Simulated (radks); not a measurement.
C3+, 3 electrons, occupied as 2s1 2p2 (not the ground configuration). Method: non-relativistic Kohn-Sham, PBEsol, spin-polarised, spherical densities, point nucleus; open shells are filled with parallel spins first; computed with a radial shooting solver on a logarithmic mesh with Libxc functionals.

Normalised radial functions P(r) = r R(r), r in bohr:

| r | 2s up |
|---|---|
| 0.01652 | 0.1414 |
| 0.02204 | 0.1822 |
| 0.02939 | 0.2321 |
| 0.03951 | 0.2924 |
| 0.0527 | 0.3579 |
| 0.07029 | 0.4241 |
| 0.09375 | 0.4798 |
| 0.126 | 0.5062 |
| 0.1681 | 0.4745 |
| 0.2242 | 0.3551 |
| 0.3015 | 0.1174 |
| 0.4021 | -0.2201 |
| 0.5363 | -0.6027 |
| 0.7153 | -0.9118 |
| 0.9616 | -1.0125 |
| 1.283 | -0.8461 |
| 1.711 | -0.5195 |
| 2.3 | -0.2151 |
| 3.068 | -0.0570 |

2s up: eigenvalue -71.358 eV, 1 radial node at r = 0.336 bohr, <r> = 1.09 bohr, 90 % of the charge inside 1.68 bohr.
